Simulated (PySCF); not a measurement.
A calculated (UHF, PySCF 2.14, jorge-DZP-DKH, scalar relativity by spin-free X2C-1e) atom or ion has these occupied shells.

```tsv
shell	electrons	orbital energy (eV)	rms radius, mean of both spins (bohr)
1s α	1	-6607.7	0.0704
1s β	1	-6607.7	0.0704
2s α	1	-813.55	0.302
2s β	1	-810.38	0.302
2p α	3	-687.51	0.273
2p β	3	-684.57	0.273
3s α	1	-119.06	0.916
3s β	1	-107.39	0.916
3p α	3	-82.396	0.987
3p β	3	-68.492	0.987
3d α	5	-23.929	1.23
4s α	1	-14.673	3.11
```

**Question.** Name the element and its charge.

**Answer.** Mn⁺ (manganese, charge +1), in [Ar] 3d5 4s1, high-spin 7S determinant.
